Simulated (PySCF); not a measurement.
GaH2Br, SMILES [Br][GaH2]. Geometry: B3LYP-D3(BJ)/def2-TZVP.

Task: Give the equilibrium geometry at B3LYP-D3(BJ)/def2-TZVP (PySCF confirms it by a frequency run) as Cartesian coordinates in Å, and its point group. (The exact figures need the calculation; the answer reports its results.)

Result: point group C2v.
```xyz
4

Ga     0.0000     0.0000     1.1710
H      0.0000     1.4086     1.8357
H      0.0000    -1.4086     1.8357
Br     0.0000     0.0000    -1.1421
```
